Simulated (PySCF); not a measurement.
Atom-mapped SMILES (the numbers label the heavy atoms): `[CH3:1][CH2:2][n:3]1[n:4][n:5][cH:6][c:7]1[CH:8]=[O:9]` (H(Xn): hydrogen on atom n).

In vacuum, relativity neglected, one averaged value for each set of equivalent atoms, a single conformation. Shieldings: GIAO PBE0/pcSseg-1; GFN2-xTB structure; PySCF.

Scale: ¹³C (σref 186.93) against TMS (reference shieldings calculated alike).

Do the ¹³C shifts follow the atomic charges (in e)? Tabulate both.

Results:


```csv
atoms,hybridisation,δ (ppm),σ para (ppm),Hirshfeld,IAO,Mulliken,ESP-fitted
C8,sp2,183.8,-239,+0.12,+0.24,+0.35,+0.33
C6,sp2,147.0,-215,-0.02,-0.08,+0.05,+0.14
C7,sp2,140.0,-210,+0.00,-0.05,+0.13,-0.25
C2,sp3,46.8,-107,-0.01,-0.16,+0.01,+0.04
C1,sp3,19.3,-81,-0.12,-0.42,-0.29,-0.20
```

Correlation coefficients of δ with charge over these carbons: Hirshfeld +0.82, IAO +0.90, Mulliken +0.89, ESP-fitted +0.55; with the paramagnetic shielding -1.00. With so few points, grouped by hybridisation, these coefficients are fragile. Charge is one influence among several: hybridisation and low-lying excitations act through the paramagnetic term.

Shifts are as computed. Against solution values, carbons near 30 ppm lie about +3 ppm off and those near 130 ppm about +5 ppm. Of 1211 compounds with measured shifts, 218 miss one by over three times the rms of a fit or turn the order of signals round; such compounds aren't used in these exercises.
